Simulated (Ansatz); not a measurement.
Ga(F)(vinyl)(OH) (C₂H₄FGaO), SMILES C=[CH][Ga]([OH])[F].

Coordinates come from a PBE-D3(BJ)/def2-SVP optimisation. The structure was generated by enumeration; whether it is a known compound was not checked. Other conformers were not sampled.

Two levels are set side by side: PBE/def2-SVPD (Ansatz, a first-principles code) and PBE0/def2-SVPD (Ansatz). Energy differences of separate SCF runs at the same geometry; the states with an electron removed or added have multiplicity 2 and 2. Differences are taken from unrounded values.

```json
[
 {"quantity": "vertical ionisation energy (eV)", "PBE0": "10.69", "PBE": "10.40", "PBE minus PBE0": "-0.29"},
 {"quantity": "vertical singlet–triplet gap (eV)", "PBE0": "3.93", "PBE": "4.09", "PBE minus PBE0": "0.16"}
]
```
